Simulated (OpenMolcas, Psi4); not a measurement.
**BBr2Cl (dibromo(chloro)borane): the HOMO–LUMO gap, rung by rung**

BBr2Cl has 4 atoms, charge 0, and is taken as a singlet. SMILES: `ClB(Br)Br`. Geometry: relaxed at PBE0-D4/def2-TZVP.

Each level gives the HOMO–LUMO gap (eV). The values are calculated.

| level | kind | program | value (eV) | CPU time |
| --- | --- | --- | --- | --- |
| HF/6-31G* (spherical functions) | Hartree–Fock | Psi4 | 13.16 | 10 s |
| BLYP/6-31G* (spherical functions) | GGA | OpenMolcas | 4.34 | 29 s |
| PBE/6-31G* (spherical functions) | GGA | OpenMolcas | 4.33 | 29 s |
| revPBE/6-31G* (spherical functions) | GGA | OpenMolcas | 4.37 | 29 s |
| M06-L/6-31G* (spherical functions) | meta-GGA | OpenMolcas | 4.79 | 31 s |
| TPSS/6-31G* (spherical functions) | meta-GGA | OpenMolcas | 4.54 | 36 s |
| r2SCAN/6-31G* (spherical functions) | meta-GGA | OpenMolcas | 4.88 | 38 s |
| B2PLYP/6-31G* (spherical functions) | double hybrid | OpenMolcas | 8.97 | 18 s |

All-electron rows without a relativistic Hamiltonian named are non-relativistic. The values span 4.33 to 13.16 eV. Orbital gaps aren't excitation energies, and those of double hybrids come from the SCF part alone; they tend to grow with the share of exact exchange. Times are those of the runs behind each value, whatever else they computed, on shared processors of several kinds: orders of magnitude only.
